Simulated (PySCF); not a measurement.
# UHF on Ge²⁺ (germanium, charge +2)

Configuration: [Ar] 3d10 4s2, closed-shell 1S. All numbers are calculated (PySCF 2.14, scalar relativity through the core potential, in cc-pVTZ-PP with ECP10MDF).

* Total energy: -292.520298 hartree
* One-electron energy: -507.1809 hartree
* Hartree (Coulomb) energy: 237.8753 hartree
* Exchange energy: -23.2147 hartree
* ⟨S²⟩: 0.0000
* ⟨L²⟩: 0.000
* Sum of ⟨r⟩: 16.35 bohr
* Sum of ⟨r²⟩: 19.41 bohr²
* Time after the integrals: 0.06 s of wall time on 1 thread of Intel(R) Xeon(R) 6975P-C (shared host)

```tsv
shell	electrons	mean orbital energy (eV)	rms radius, mean of both spins (bohr)
3s	2	-219.92	0.670
3p	6	-163.10	0.702
3d	10	-63.533	0.804
4s	2	-32.445	2.13
```

Energies and moments cover only the electrons outside the core potential.
